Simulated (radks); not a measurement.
Species: As3+. Configuration: [Ar] 3d10 4s2. All-electron calculation, non-relativistic Kohn-Sham, LB94 model potential, spin-polarised, spherical densities, point nucleus. Program: a radial shooting solver on a logarithmic mesh with Libxc functionals.

Normalised radial functions P(r) = r R(r), r in bohr:

r	3s	3p	4s
0.001731	0.0737	0.0012	0.0269
0.002254	0.0943	0.0020	0.0344
0.002911	0.1192	0.0032	0.0435
0.003791	0.1506	0.0054	0.0549
0.004897	0.1874	0.0088	0.0683
0.006377	0.2318	0.0146	0.0845
0.008303	0.2819	0.0240	0.1028
0.01073	0.3337	0.0384	0.1217
0.01397	0.3852	0.0618	0.1404
0.01804	0.4246	0.0964	0.1547
0.02349	0.4406	0.1493	0.1604
0.03035	0.4142	0.2224	0.1506
0.03951	0.3225	0.3237	0.1167
0.05104	0.1544	0.4453	0.0549
0.06646	-0.1012	0.5808	-0.0387
0.08585	-0.3958	0.6910	-0.1461
0.1118	-0.6643	0.7278	-0.2423
0.1444	-0.7675	0.6222	-0.2748
0.188	-0.5842	0.3117	-0.1978
0.2448	-0.0689	-0.1942	0.0022
0.3163	0.6139	-0.7586	0.2519
0.4118	1.2136	-1.2158	0.4310
0.532	1.4325	-1.3686	0.3970
0.6927	1.2279	-1.1913	0.1061
0.8948	0.7939	-0.8186	-0.3254
1.165	0.3687	-0.4238	-0.7191
1.505	0.1224	-0.1642	-0.8708
1.96	0.0251	-0.0419	-0.7473
2.532	0.0031	-0.0070	-0.4679
3.297	0.0002	-0.0006	-0.1970
4.258	0.0000	0.0000	-0.0539
5.545	0.0000	0.0000	-0.0078

3s: eigenvalue -228.43 eV, 2 radial nodes at r = 0.0604, 0.252 bohr, <r> = 0.611 bohr, 90 % of the charge inside 0.912 bohr. 3p: eigenvalue -177.13 eV, 1 radial node at r = 0.223 bohr, <r> = 0.622 bohr, 90 % of the charge inside 0.954 bohr. 4s: eigenvalue -51.565 eV, 3 radial nodes at r = 0.0601, 0.244, 0.741 bohr, <r> = 1.72 bohr, 90 % of the charge inside 2.52 bohr.
